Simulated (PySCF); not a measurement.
Cartesian coordinates (Å):
```xyz
7

S     -0.8925     1.2968    -0.3624
C     -0.4591    -0.3663     0.1919
S      1.0141    -1.1283    -0.5222
H      0.1347     1.9258     0.2298
H     -0.4130    -0.4017     1.2786
H     -1.2902    -0.9990    -0.1222
H      1.9061    -0.3274     0.0814
```
Charge 0, spin multiplicity 1.

Problem. Give the total energy, HOMO–LUMO gap, LUMO, dipole moment and HOMO at the level PBE0-D3(BJ)/def2-TZVP (PySCF 2.14.0).

Solution. 
The total energy comes out as -22765.15 eV and the HOMO–LUMO gap is 6.63 eV. The LUMO comes out as -0.23 eV and the dipole moment comes out as 1.55 D. The HOMO is -6.86 eV.
